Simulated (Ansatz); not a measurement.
**How methods differ on GeH2Cl− (SMILES [Cl][GeH2-])**

GeH2Cl−: 4 atoms, total charge -1, spin state singlet. As SMILES, `[Cl][GeH2-]`. Geometry: a GFN2-xTB relaxation, a rough one for these elements and not checked as a minimum.

| atom | x (Å) | y (Å) | z (Å) |
| --- | --- | --- | --- |
| Cl | -1.5660 | 0.3897 | 1.0144 |
| Ge | 0.0363 | -0.8066 | -0.1638 |
| H | 0.1519 | 0.3841 | -1.4489 |
| H | 1.3779 | 0.0328 | 0.5983 |

Each level gives the energy change with the Cl1–Ge2 bond stretched from 2.321 to 2.901 Å (eV). The values are calculated.

```json
{"level": "SVWN5/STO-3G (restricted)", "kind": "LDA", "program": "Ansatz", "value (eV)": "1.26", "less FCI/STO-3G": "+0.16"}
{"level": "BLYP/STO-3G (restricted)", "kind": "GGA", "program": "Ansatz", "value (eV)": "0.97", "less FCI/STO-3G": "-0.13"}
{"level": "B3LYP/STO-3G (restricted)", "kind": "global hybrid", "program": "Ansatz", "value (eV)": "1.07", "less FCI/STO-3G": "-0.03"}
{"level": "wB97X/STO-3G (restricted)", "kind": "range-separated hybrid", "program": "Ansatz", "value (eV)": "1.28", "less FCI/STO-3G": "+0.18"}
{"level": "B2PLYP/STO-3G (restricted)", "kind": "double hybrid", "program": "Ansatz", "value (eV)": "1.10", "less FCI/STO-3G": "0.00"}
{"level": "MP2/STO-3G (restricted)", "kind": "perturbation theory", "program": "Ansatz", "value (eV)": "1.14", "less FCI/STO-3G": "+0.04"}
{"level": "CCSDTQ/STO-3G (restricted)", "kind": "coupled cluster or CI", "program": "Ansatz", "value (eV)": "1.10", "less FCI/STO-3G": "0.00"}
{"level": "FCI/STO-3G", "kind": "exact in the basis", "program": "Ansatz", "value (eV)": "1.10", "less FCI/STO-3G": "0.00"}
```

FCI/STO-3G is exact within its basis and frozen core, so for wave-function methods in that basis the difference is their error; functionals converge differently with the basis, so for them it is only a difference. All-electron rows without a relativistic Hamiltonian named are non-relativistic. Sets without diffuse functions describe the anion poorly. The first shape isn't each level's own minimum. The values span 0.97 to 1.28 eV. All rows use very small basis sets, so none should be taken for the real molecule's value. In the correlated wave-function rows the outer d shell of Ge is correlated, in sets not made for it.
